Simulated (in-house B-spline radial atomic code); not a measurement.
Inner levels of lanthanum as electrons are removed. A shift is the extra binding of the orbital against the neutral atom ([Xe] 5d1 6s2). The density at the nucleus is averaged over the nuclear charge. Computed with a radial B-spline atomic code at the basis-set limit: Dirac-Hartree-Fock, average of the configuration, finite nuclei.

```tsv
ion	configuration	shift of 4d5/2 (eV)	shift of 2s1/2 (eV)	shift of 3p3/2 (eV)	radius of 4d5/2 (bohr)	radius of 2s1/2 (bohr)	radius of 3p3/2 (bohr)	Σ<r²> (bohr²)	change of density at nucleus (bohr⁻³)
La	[Xe] 5d1 6s2	0	0	0	0.772	0.10686	0.28559	100.99	-
La+	[Xe] 5d2	3.4114	3.3413	3.3618	0.77176	0.10686	0.2856	60.877	-29.338
La2+	[Xe] 5d1	12.331	12.362	12.368	0.77179	0.10686	0.28559	47.934	-24.936
La3+	[Kr] 4d10 5s2 5p6	22.779	23.037	23	0.77165	0.10686	0.28558	39.093	-17.839
La4+	[Kr] 4d10 5s2 5p5	37.128	37.925	37.71	0.76993	0.10686	0.28558	34.378	-1.973
La5+	[Kr] 4d10 5s2 5p4	52.233	53.711	53.271	0.76793	0.10686	0.28557	30.168	15.142
La6+	[Kr] 4d10 5s2 5p3	68.043	70.349	69.636	0.76565	0.10686	0.28555	26.365	33.452
La7+	[Kr] 4d10 5s2 5p2	84.516	87.804	86.768	0.76313	0.10685	0.28554	22.898	52.959
La8+	[Kr] 4d10 5s2 5p1	101.62	106.05	104.64	0.76039	0.10685	0.28552	19.716	73.62
La9+	[Kr] 4d10 5s2	119.32	125.06	123.21	0.75744	0.10685	0.2855	16.777	95.419
La10+	[Kr] 4d10 5s1	138.67	145.77	143.64	0.75366	0.10685	0.28546	14.394	-78.101
La11+	[Kr] 4d10	158.55	167.17	164.73	0.74975	0.10685	0.28541	12.161	-269.04
La12+	[Kr] 4d9	187.46	202.91	198.89	0.73733	0.10685	0.28521	11.257	-230.45
La13+	[Kr] 4d8	217.1	239.92	234.13	0.72585	0.10684	0.28498	10.408	-189.24
```
